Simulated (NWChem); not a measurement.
A series in which one site is exchanged, each optimised at PBE0/def2-SVP with NWChem, gas phase unless a solvent is named. Some are not confirmed as minima by frequencies. def2 effective core potentials on I; no spin-orbit coupling.

A: FB(Cl)I (BIClF; site = I)
B: FB(Cl)Cl (BCl₂F; site = Cl)
C: FB(F)Cl (BClF2; site = F)
D: FBCl (BHClF; site = H)

### Question
Rank them by vertical ionisation energy, ΔSCF, CAM-B3LYP/def2-SVP (eV), lowest first.

### Answer
A (10.39), B (12.00), D (12.29), C (12.83)
